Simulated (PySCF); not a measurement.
**Spin-rotation constants: SMILES [SiH3][NH][GeH2][GeH3], Ge₂H₉NSi**

Cartesian coordinates in Å; atom numbers follow the order of the lines, from 1:
```xyz
13

Si    2.002    0.916    0.773
N     1.148   -0.563    0.482
Ge   -0.568   -0.810   -0.155
Ge   -1.890    1.178    0.244
H     1.000    1.952    1.170
H     2.990    0.720    1.879
H     2.757    1.453   -0.407
H     1.700   -1.416    0.502
H    -1.165   -2.033    0.574
H    -0.553   -1.132   -1.669
H    -3.338    0.885   -0.194
H    -1.891    1.557    1.735
H    -1.363    2.366   -0.579
```

Method used: PySCF, GIAO PBE/pcSseg-1 magnetisability, rotational g tensor and spin-rotation constants, non-relativistic, gas phase. Geometry: PBE0-D3(BJ)/def2-SVP.

The calculation is non-relativistic, which matters for the atoms heavier than Zn.

Q: Give the nuclear spin-rotation constants along the inertial axes (H = +C I·J) beside the isotropic shieldings.

A: Rotational constants 2.5280, 1.1811, 0.8321 GHz. A star marks the isotopologue with that one atom substituted, in its own axes.
```
atom  isotope  Caa (kHz)  Cbb (kHz)  Ccc (kHz)  mean (kHz)  σ (ppm)
  N2      14N      0.053      0.039      0.022       0.038    265.5
  H5       1H      0.012     -0.046     -0.074      -0.036     26.4
  H6       1H     -0.011     -0.095     -0.027      -0.044     26.2
  H7       1H     -0.160     -0.099      0.026      -0.077     26.2
  H8       1H     -0.163     -0.076     -0.107      -0.115     32.1
  H9       1H     -0.208     -0.029     -0.013      -0.083     26.0
 H10       1H     -0.210     -0.057      0.012      -0.085     25.8
 H11       1H      0.018     -0.077     -0.080      -0.046     27.6
 H12       1H     -0.217     -0.067     -0.005      -0.096     27.3
 H13       1H     -0.212     -0.050     -0.017      -0.093     27.2
 Si1    29Si*     -1.599     -0.591     -0.511      -0.900    387.9
 Ge3    73Ge*     -0.654     -0.360     -0.267      -0.427   1374.4
 Ge4    73Ge*     -0.623     -0.291     -0.202      -0.372   1608.6
```
For the geometry as given, no vibrational averaging.

Q: How do the rotational constants and the g tensor change when H5, H6, H7, H8, H9, H10, H11, H12, H13 are replaced by deuterium?

A: Constants 2.1701, 1.0569, 0.7521 GHz; g -0.0242, -0.0104, -0.0083, against -0.0287, -0.0114, -0.0092 before.
